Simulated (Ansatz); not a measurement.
Coupled-cluster diagnostics for Na5H4⁺, Ansatz.

Geometry of the singlet (r2SCAN-D4/def2-SVP):

```xyz
9

Na    2.927    2.467    7.031
Na   -1.444   -1.267   -3.531
Na    1.400    1.320    3.530
Na   -0.096    0.062    0.015
Na   -2.722   -2.640   -7.050
H    -2.098   -1.968   -5.348
H    -0.790   -0.594   -1.769
H     2.188    1.922    5.330
H     0.635    0.699    1.792
```

Correlated methods freeze 5 core orbitals; core or outer-core shells of Na are correlated, in sets that lack core-valence functions. Another isomer (singlet) lies 0.80 eV lower at PBE0-D4/def2-TZVP; other spin states weren't run for this one.

(1) Estimate the CCSD(T) correlation energy, the shares of MP2 and (T), T1 and the reference's ⟨S²⟩ for: charge 1, singlet, own geometry in def2-SVP; and the rough time on 4 threads of Intel Xeon 6975P-C on a shared host.

Answers

(1) 
```json
{"state": "charge 1, singlet, own geometry", "basis": "def2-SVP", "correlation (eV)": "-3.303", "MP2 share (%)": "75.8", "(T) share (%)": "0.3", "T1": "0.004", "⟨S²⟩ (pure)": "0.00 (0.00)", "wall time": "3.3 s"}
```
Customary marks for T1 are 0.02 (closed shells), 0.045 (open shells) and about 0.05 (3d metals). T1 stays under 0.02 throughout.
